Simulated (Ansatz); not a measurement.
Consider the cleavage of the Ge–Si bond: `[F][GeH2][SiH3]` + H₂S → `[F][GeH2][SH]` + SiH₄.

Isolated molecules relaxed with PBE0-D4/def2-TZVP in Ansatz; ΔE leaves out vibrations. CCSD(T)/CBS adds triple-zeta CCSD(T) − MP2 to the extrapolated MP2 energy (def2 sets, frozen cores). This one scheme is used for every species. For Ge outer-core shells are correlated without core-valence functions, which leaves a few kJ/mol of doubt a bond. Scalar relativity is left out up to krypton. Each species was taken in one conformer, which may not be the lowest.

`[F][GeH2][SiH3]`:

```xyz
8

F     0.007   -2.059    1.067
Ge   -0.800   -0.575    0.606
Si    0.777    0.690   -0.657
H    -2.041   -1.015   -0.190
H    -1.226    0.086    1.930
H     1.964    0.989    0.182
H     0.134    1.964   -1.079
H     1.185   -0.079   -1.859
```

H₂S:

Z-matrix (Å, degrees):
```
S
H 1 1.341
H 1 1.341 2 92.3
```

`[F][GeH2][SH]`:

```xyz
6

F    -1.512   -0.963   -0.530
Ge   -0.451    0.282    0.064
S     1.415   -0.633    0.785
H    -0.210    1.205   -1.134
H    -1.157    0.918    1.264
H     1.915   -0.810   -0.449
```

SiH₄:

```xyz
5

Si    0.000    0.000    0.000
H    -0.243   -0.808    1.222
H     0.805   -0.792   -0.964
H     0.738    1.236    0.362
H    -1.299    0.363   -0.620
```

| level | ΔE (eV) |
| --- | --- |
| MP2/CBS(def2) | -0.50 |
| CCSD/CBS(def2) | -0.42 |

(1) What does CCSD(T)/CBS give? (An estimate is asked.)

(2) What do rigid-rotor, harmonic-oscillator terms from PBE0-D4/def2-TZVP frequencies (298.15 K, 1 bar) make of the CCSD(T)/CBS value? (Estimate.)

Largest T1 diagnostic among the species: 0.012.

## Answers

(1) Computed: -0.43 eV. The listed levels differ from it by -0.07, 0.01 eV.

(2) Computed: ΔZPE = +0.02 eV, ΔH = -0.42 eV, ΔS = -20 J/(mol·K), ΔG = -0.36 eV.

Leaving LDA and LC-ωPBE aside and taking each functional with its dispersion term where it has one, the values, not all of them listed here, spread over 0.09 eV, from B2PLYP to PBE-D4. From BLYP to BHLYP (50 % exact exchange), in def2-TZVPP and without D4, ΔE moves by −0.06 eV. At CCSD(T), def2-SVP lies −0.05 eV from the extrapolated value and def2-TZVPP −0.02 eV.
